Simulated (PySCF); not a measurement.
Molfile (atoms numbered from 1):
```
C10H14
     RDKit          3D

 24 24  0  0  0  0  0  0  0  0999 V2000
   -3.2794    0.1840    0.8798 C   0  0  0  0  0  0  0  0  0  0  0  0
   -1.9437   -0.4611    0.5460 C   0  0  0  0  0  0  0  0  0  0  0  0
   -1.6944   -0.5796   -0.9509 C   0  0  0  0  0  0  0  0  0  0  0  0
   -0.3576   -1.2325   -1.3165 C   0  0  0  0  0  0  0  0  0  0  0  0
    0.8400   -0.4356   -0.8717 C   0  0  0  0  0  0  0  0  0  0  0  0
    1.5497   -0.7684    0.2875 C   0  0  0  0  0  0  0  0  0  0  0  0
    2.6323   -0.0001    0.7143 C   0  0  0  0  0  0  0  0  0  0  0  0
    3.0251    1.1203   -0.0152 C   0  0  0  0  0  0  0  0  0  0  0  0
    2.3293    1.4641   -1.1741 C   0  0  0  0  0  0  0  0  0  0  0  0
    1.2490    0.6922   -1.5948 C   0  0  0  0  0  0  0  0  0  0  0  0
   -3.4374    0.2509    1.9669 H   0  0  0  0  0  0  0  0  0  0  0  0
   -4.1202   -0.3887    0.4560 H   0  0  0  0  0  0  0  0  0  0  0  0
   -3.3406    1.2059    0.4723 H   0  0  0  0  0  0  0  0  0  0  0  0
   -1.8909   -1.4661    1.0018 H   0  0  0  0  0  0  0  0  0  0  0  0
   -1.1260    0.1191    1.0061 H   0  0  0  0  0  0  0  0  0  0  0  0
   -1.7413    0.4250   -1.4079 H   0  0  0  0  0  0  0  0  0  0  0  0
   -2.5111   -1.1611   -1.4136 H   0  0  0  0  0  0  0  0  0  0  0  0
   -0.3114   -2.2407   -0.8727 H   0  0  0  0  0  0  0  0  0  0  0  0
   -0.3162   -1.3708   -2.4091 H   0  0  0  0  0  0  0  0  0  0  0  0
    1.2485   -1.6478    0.8637 H   0  0  0  0  0  0  0  0  0  0  0  0
    3.1730   -0.2805    1.6217 H   0  0  0  0  0  0  0  0  0  0  0  0
    3.8744    1.7226    0.3157 H   0  0  0  0  0  0  0  0  0  0  0  0
    2.6333    2.3375   -1.7564 H   0  0  0  0  0  0  0  0  0  0  0  0
    0.7109    0.9663   -2.5070 H   0  0  0  0  0  0  0  0  0  0  0  0
  1  2  1  0
  2  3  1  0
  3  4  1  0
  4  5  1  0
  5  6  2  0
  6  7  1  0
  7  8  2  0
  8  9  1  0
  9 10  2  0
 10  5  1  0
  1 11  1  0
  1 12  1  0
  1 13  1  0
  2 14  1  0
  2 15  1  0
  3 16  1  0
  3 17  1  0
  4 18  1  0
  4 19  1  0
  6 20  1  0
  7 21  1  0
  8 22  1  0
  9 23  1  0
 10 24  1  0
M  END
```

Geometry: PBE0-D3(BJ)/def2-SVP; GIAO absolute shieldings from PySCF 2.14, gas phase, non-relativistic, averaged over equivalent atoms.

At B97-2/pcSseg-1 (240 basis functions, 47 s wall time on 1 thread of an Arm Neoverse V1, shared host):
```json
{"atoms": "C5", "σ (ppm)": "38.9"}
{"atoms": "C6/C10", "σ (ppm)": "51.8"}
{"atoms": "C7/C9", "σ (ppm)": "53.1"}
{"atoms": "C8", "σ (ppm)": "55.3"}
{"atoms": "C4", "σ (ppm)": "144.6"}
{"atoms": "C3", "σ (ppm)": "146.4"}
{"atoms": "C2", "σ (ppm)": "159.7"}
{"atoms": "C1", "σ (ppm)": "166.9"}
{"atoms": "H21/H23", "σ (ppm)": "24.05"}
{"atoms": "H22", "σ (ppm)": "24.14"}
{"atoms": "H20/H24", "σ (ppm)": "24.18"}
{"atoms": "H18/H19", "σ (ppm)": "28.84"}
{"atoms": "H16/H17", "σ (ppm)": "30.03"}
{"atoms": "H14/H15", "σ (ppm)": "30.40"}
{"atoms": "H11/H12/H13", "σ (ppm)": "30.51"}
```

Task: Estimate the result of repeating the calculation with PBE0/pcSseg-1.

Result: 
```
      atoms  σ at PBE0/pcSseg-1  change
         C5                36.3    -2.6
     C6/C10                49.4    -2.4
      C7/C9                50.6    -2.5
         C8                52.9    -2.4
         C4               145.0    +0.4
         C3               146.9    +0.5
         C2               160.8    +1.1
         C1               168.1    +1.2
    H21/H23               23.86   -0.19
        H22               23.95   -0.19
    H20/H24               24.00   -0.18
    H18/H19               28.72   -0.12
    H16/H17               29.93   -0.10
    H14/H15               30.31   -0.09
H11/H12/H13               30.41   -0.10
```

The largest change is at C5 (substituted aromatic carbon). Cost: 240 basis functions, 52 s wall time on 1 thread of an Arm Neoverse V1, shared host. The order of the carbon signals is the same at both levels.
